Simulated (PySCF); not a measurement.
Species: C₄H₅BS.
Structure used (GFN2-xTB), in Å, numbered top down from 1:
```xyz
11
C4H5BS angstrom
B      1.9263   -0.1065    0.1342
C      0.4144    0.0806   -0.0310
C     -0.5985   -0.8208    0.4296
C     -1.8570   -0.4149    0.1542
S     -1.8774    1.0939   -0.6852
C     -0.1701    1.1587   -0.6532
H      2.3410   -1.0557    0.6763
H      2.6597    0.7026   -0.2834
H     -0.3734   -1.7363    0.9470
H     -2.7866   -0.8968    0.3853
H      0.3270    1.9978   -1.0997
```

The closed-shell ground state was solved at several levels (PySCF, density fitting, gas phase, non-relativistic).

| level | basis functions | total energy (Eh) | HOMO (eV) | LUMO (eV) | gap (eV) | dipole (D) |
| --- | --- | --- | --- | --- | --- | --- |
| PBE0/def2-SVPD | 167 | -577.8391 | -7.31 | -1.91 | 5.40 | 1.21 |
| PBE0/pcSseg-1 | 134 | -578.0408 | -7.30 | -1.88 | 5.42 | 1.20 |

Problem. Estimate the row for CAM-B3LYP/def2-SVPD, a basis of 167 functions; the other rows only guide the guess.

Solution. Total energy -578.0962 Eh, HOMO -8.52 eV, LUMO -0.82 eV, gap 7.70 eV, dipole 1.12 D.

Problem. Over all these levels, which gives the widest orbital gap and which the narrowest?

Solution. CAM-B3LYP/def2-SVPD (range-separated hybrid) has the widest, 7.70 eV, and PBE0/def2-SVPD (global hybrid, 25 % exact exchange) the narrowest, 5.40 eV. The two share the basis. From the narrowest to the widest the HOMO moves by -1.21 eV and the LUMO by +1.09 eV.

Problem. How far do the dipole and the HOMO energy spread over the levels?

Solution. The dipole runs from 1.12 to 1.21 D (mean 1.18 D) and the HOMO from -8.52 to -7.30 eV.
